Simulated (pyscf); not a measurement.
PySCF, gas phase, ωB97X-D3(BJ)/def2-SVP geometries.

How much does it cost (ΔH, 298 K, ωB97M-D3(BJ)/def2-TZVP) to split H₃Si–Te–Ti(Cl)(Cl)–Cl (SMILES [SiH3][Te][Ti]([Cl])([Cl])[Cl]) at its Te–Ti bond into H₃Si–Te• + [Cl–Ti(Cl)–Cl]•?

Te–Ti to H₃Si–Te• + [Cl–Ti(Cl)–Cl]•: 35.0 kcal/mol. The 7 functionals that were run give +25.9 (M06-2X) to +51.6 kcal/mol (PBE). The radicals are drawn with the spin at the cut bond; how far it spreads was not checked. Other isomers of H₃Si–Te• were not searched in full and may lie lower. Open-shell species with a d-block atom are single-reference here; other states, and whether the spin sits on metal or ligand, were not checked. Elements past Kr carry the def2 core potentials, without spin-orbit coupling.
